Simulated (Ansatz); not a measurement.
`O[SiH](O)C[SiH2]Cl` → `CO[SiH](Cl)O[SiH3]`  (isomerisation)

Isolated molecules relaxed with PBE0-D4/def2-TZVP in Ansatz; ΔE leaves out vibrations. CCSD(T)/CBS is the MP2 limit (def2-TZVPP, def2-QZVPP) plus CCSD(T) − MP2 in def2-TZVPP, frozen cores. Functionals use def2-TZVPP. One conformer a species, not always the lowest.

(1) Is it downhill or uphill in electronic energy at CCSD(T)/CBS, and by how much? (Estimate.)

(2) What do these levels give: ωB97M-V, PBE0, HF/def2-TZVPP, CCSD/def2-TZVPP, HF/def2-QZVPP, MP2/CBS(def2)? (Estimate.)

Largest T1 diagnostic among the species: 0.011.

## Answers

(1) Ansatz gave: Uphill: ΔE = +0.04 eV.

(2) Ansatz gave: ωB97M-V 0.05, PBE0 0.09, HF/def2-TZVPP -0.42, CCSD/def2-TZVPP -0.05, HF/def2-QZVPP -0.45, MP2/CBS(def2) 0.11 eV.

In def2-TZVPP, CCSD(T) changes the Hartree–Fock value by +0.42 eV (the triples alone add +0.05 eV) and MP2 by +0.49 eV. The D4 term adds +0.06 eV with B3LYP and +0.03 eV with PBE0; it sums over pairs of atoms, weighted by their polarisabilities, and B3LYP, whose exchange is more repulsive, gets the larger term.

B3LYP here is the variant with VWN-RPA as its local correlation; programs differ in this.
